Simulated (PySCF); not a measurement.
Cartesian coordinates (Å):
```xyz
3

Cd     0.0000     0.0000     0.0000
Br    -0.5817     0.0724     2.3478
Br     0.5817    -0.0724    -2.3478
```
Charge 0, spin multiplicity 1.

Q: Estimate the charge on the central atom (Mulliken), HOMO–LUMO gap, dipole moment, total energy, HOMO and LUMO that PBE-D3(BJ)/def2-TZVP // PBE-D3(BJ)/def2-SVP in PySCF 2.14.0 returns for this input.

A: 
```yaml
charge on the central atom (Mulliken): 0.66 e
HOMO–LUMO gap: 3.90 eV
dipole_moment: 0.00 D
total_energy: -5315.4198 Ha
HOMO: -7.14 eV
LUMO: -3.25 eV
```
